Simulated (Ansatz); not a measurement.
cycl[3.3.3]borane (C12H9B), SMILES C1=CC2=CC=CC3=CC=CC(=C1)B23. Atoms are numbered in the order given.

```xyz
22

C     -1.0463     2.6451     0.0000
C     -1.9455     1.5625     0.0000
C     -1.4913     0.2207     0.0000
C     -2.3147    -0.9321     0.0000
C     -1.7675    -2.2287     0.0000
C     -0.3804    -2.4661     0.0000
C      0.5545    -1.4019     0.0000
C      1.9645    -1.5385     0.0000
C      2.8139    -0.4164     0.0000
C      2.3259     0.9036     0.0000
C      0.9368     1.1812     0.0000
C      0.3501     2.4706     0.0000
B      0.0000     0.0000     0.0000
H     -1.4482     3.6609     0.0000
H     -3.0205     1.7871     0.0000
H     -3.4086    -0.8357     0.0000
H     -2.4464    -3.0846     0.0000
H     -0.0374    -3.5094     0.0000
H      2.4281    -2.5341     0.0000
H      3.8945    -0.5763     0.0000
H      3.0580     1.7223     0.0000
H      0.9806     3.3698     0.0000
```

Geometry optimised at B3LYP-D3(BJ)/def2-SVP.

Two levels are set side by side: PBE-D3(BJ)/def2-SVP (Ansatz, an electronic-structure program) and B3LYP-D3(BJ)/def2-SVP (Ansatz). Each level has its own optimised geometry; the coordinates shown are those of the second. Differences are taken from unrounded values.

```json
[
 {"quantity": "mean bond length (Å)", "B3LYP-D3(BJ)": "1.306"},
 {"quantity": "bond C1–C2 (Å)", "B3LYP-D3(BJ)": "1.407"},
 {"quantity": "bond C1–C12 (Å)", "B3LYP-D3(BJ)": "1.407"},
 {"quantity": "bond C2–C3 (Å)", "B3LYP-D3(BJ)": "1.417"},
 {"quantity": "bond C3–C4 (Å)", "B3LYP-D3(BJ)": "1.417"},
 {"quantity": "bond C3–B13 (Å)", "B3LYP-D3(BJ)": "1.508"},
 {"quantity": "bond C4–C5 (Å)", "B3LYP-D3(BJ)": "1.407"},
 {"quantity": "bond C5–C6 (Å)", "B3LYP-D3(BJ)": "1.407"},
 {"quantity": "bond C6–C7 (Å)", "B3LYP-D3(BJ)": "1.417"},
 {"quantity": "bond C7–C8 (Å)", "B3LYP-D3(BJ)": "1.417"},
 {"quantity": "bond C7–B13 (Å)", "B3LYP-D3(BJ)": "1.508"},
 {"quantity": "bond C8–C9 (Å)", "B3LYP-D3(BJ)": "1.407"},
 {"quantity": "bond C9–C10 (Å)", "B3LYP-D3(BJ)": "1.407"},
 {"quantity": "bond C10–C11 (Å)", "B3LYP-D3(BJ)": "1.417"},
 {"quantity": "bond C11–C12 (Å)", "B3LYP-D3(BJ)": "1.417"},
 {"quantity": "bond C11–B13 (Å)", "B3LYP-D3(BJ)": "1.508"},
 {"quantity": "bond C1–H14 (Å)", "B3LYP-D3(BJ)": "1.092"}
]
```

Q: What does PBE-D3(BJ) give, and how far is it from B3LYP-D3(BJ)? (An estimate is asked for; the answer gives what the named calculation found.)

A: 
| quantity | PBE-D3(BJ) | PBE-D3(BJ) minus B3LYP-D3(BJ) |
|---|---|---|
| mean bond length (Å) | 1.313 | 0.007 |
| bond C1–C2 (Å) | 1.413 | 0.006 |
| bond C1–C12 (Å) | 1.413 | 0.006 |
| bond C2–C3 (Å) | 1.423 | 0.006 |
| bond C3–C4 (Å) | 1.423 | 0.006 |
| bond C3–B13 (Å) | 1.515 | 0.007 |
| bond C4–C5 (Å) | 1.413 | 0.006 |
| bond C5–C6 (Å) | 1.413 | 0.006 |
| bond C6–C7 (Å) | 1.423 | 0.006 |
| bond C7–C8 (Å) | 1.423 | 0.006 |
| bond C7–B13 (Å) | 1.515 | 0.007 |
| bond C8–C9 (Å) | 1.413 | 0.006 |
| bond C9–C10 (Å) | 1.413 | 0.006 |
| bond C10–C11 (Å) | 1.423 | 0.006 |
| bond C11–C12 (Å) | 1.423 | 0.006 |
| bond C11–B13 (Å) | 1.515 | 0.007 |
| bond C1–H14 (Å) | 1.101 | 0.008 |

Exact exchange shortens and stiffens bonds; PBE has none. Differences between two approximate levels are no errors against the true value.
